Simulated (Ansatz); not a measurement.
Input file for Ansatz (an electronic-structure program): U-CCSD(T)/cc-pV(D+d)Z on BeH4OSi (SMILES [BeH][O][SiH3]), a point of a bond scan (R = 2.592 Å). Files ending in .json are basis or fitting sets from the Basis Set Exchange.

Ansatz 0.2 input:
```yaml
crystal:
  periodic: [false, false, false]
  atoms:
    - {symbol: Be, position_ang: [-1.57329209, -0.93057217, 1.03196074]}
    - {symbol: H, position_ang: [-2.56627019, -1.51789972, 1.68327935]}
    - {symbol: O, position_ang: [-0.52197513, -0.30873830, 0.34237625]}
    - {symbol: Si, position_ang: [0.70038793, 0.41426606, -0.45940157]}
    - {symbol: H, position_ang: [0.85757920, -0.53798827, -2.86518997]}
    - {symbol: H, position_ang: [1.97927429, 0.16602969, 0.24550305]}
    - {symbol: H, position_ang: [0.46032280, 1.87421957, -0.52987566]}
basis:
  gaussian:
    orbitals: cc-pV_D+d_Z.json
correlation: {method: ccsd_t, electrons: outside_noble_gas}
scf: {omitted_lower_state_checks: [cluster_reference]}
magnetization: {spin_polarized: true, initial_magnetization: 0}
```

The log:

```
WARN ansatz: RAYON_NUM_THREADS=1 ignored (pool sized by the plan → 1); use --threads N
Functional definition: HF
these checks for a lower state are left out or cut short: cluster_reference
integrals: 0.07 GiB planned
683 factors; integrals over basis functions are off by at most 1.1e-3 eV
mean field: 0.20 GiB planned
mean field evaluation 1: about -10357.2208 eV, gradient 2.6e1 eV
mean field evaluation 2: about -10357.3037 eV, gradient 2.6e1 eV
mean field evaluation 4: about -10360.3378 eV, gradient 1.9e0 eV
mean field evaluation 8: about -10360.3788 eV, gradient 7.2e-2 eV
mean field evaluation 16: about -10360.5733 eV, gradient 1.4e0 eV
mean field evaluation 32: about -10360.9154 eV, gradient 2.6e-1 eV
mean field evaluation 64: about -10355.3642 eV, gradient 1.3e1 eV
mean field -10360.91697804 eV, -380.7566760611 hartree, gradient 1.3e-6 eV, S^2 0.656267; 4 other end points of the search recorded, 0 dependent functions left out
7 core orbitals not correlated
reference -10360.91697804 eV, -380.7566760611 hartree; 8, 8 occupied and 56, 56 virtual orbitals, 683 factors
second order -8.52047297 eV of doubles, -0.00000000 eV of singles
coupled cluster: 0.24 GiB planned
cycle   1  -8.95115884 eV  change   -4.3e-1 eV  update   9.4e-2
cycle   2  -9.29250393 eV  change   -3.4e-1 eV  update   4.4e-2
cycle   3  -9.43794035 eV  change   -1.5e-1 eV  update   3.6e-2
cycle   4  -9.51300190 eV  change   -7.5e-2 eV  update   3.0e-2
cycle   5  -9.67679538 eV  change   -1.6e-1 eV  update   2.3e-2
cycle   6  -9.73904476 eV  change   -6.2e-2 eV  update   1.2e-2
cycle   7  -9.76083006 eV  change   -2.2e-2 eV  update   4.9e-3
cycle   8  -9.76728574 eV  change   -6.5e-3 eV  update   1.6e-3
cycle   9  -9.76784478 eV  change   -5.6e-4 eV  update   6.2e-4
cycle  10  -9.76711856 eV  change    7.3e-4 eV  update   2.0e-4
cycle  11  -9.76740450 eV  change   -2.9e-4 eV  update   8.6e-5
cycle  12  -9.76750497 eV  change   -1.0e-4 eV  update   3.5e-5
cycle  13  -9.76750577 eV  change   -8.0e-7 eV  update   1.2e-5
cycle  14  -9.76751512 eV  change   -9.4e-6 eV  update   6.1e-6
cycle  15  -9.76752314 eV  change   -8.0e-6 eV  update   2.8e-6
coupled cluster: 0.24 GiB planned
perturbative correction -0.27782496 eV, -0.0102098790 hartree
Total energy: -10370.96232614 eV, -381.1258357949 hartree
Checks for a lower state left out: cluster_reference
```

The run converged. Its determinant has ⟨S²⟩ = 0.66, a mixture of spin states.

Cost: roughly 7 core-seconds.
